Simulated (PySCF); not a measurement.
SiHF, SMILES F[SiH] (connectivity only; charge and spin as stated), neutral, multiplicity 1.

Coordinates come from a PBE0-D3(BJ)/def2-TZVPD optimisation. The isomer is the one that the SMILES or the coordinates give; other isomers of the formula were not compared.

All values below come from PBE/def2-TZVPD in PySCF.

Symmetry labels are those of the subgroup Cs that the program uses (full group Cs).

Computed valence orbital energies around the gap with their symmetry:
```json
[
 {"orbital": "HOMO−7", "symmetry": "A'", "energy (eV)": "-95.45"},
 {"orbital": "HOMO−6", "symmetry": "A'", "energy (eV)": "-95.29"},
 {"orbital": "HOMO−5", "symmetry": "A'", "energy (eV)": "-29.85"},
 {"orbital": "HOMO−4", "symmetry": "A'", "energy (eV)": "-13.39"},
 {"orbital": "HOMO−3", "symmetry": "A'", "energy (eV)": "-10.87"},
 {"orbital": "HOMO−2", "symmetry": "A\"", "energy (eV)": "-10.81"},
 {"orbital": "HOMO−1", "symmetry": "A'", "energy (eV)": "-9.84"},
 {"orbital": "HOMO", "symmetry": "A'", "energy (eV)": "-5.89"},
 {"orbital": "LUMO", "symmetry": "A\"", "energy (eV)": "-3.58"},
 {"orbital": "LUMO+1", "symmetry": "A'", "energy (eV)": "-1.07"},
 {"orbital": "LUMO+2", "symmetry": "A'", "energy (eV)": "0.26"},
 {"orbital": "LUMO+3", "symmetry": "A'", "energy (eV)": "0.84"}
]
```
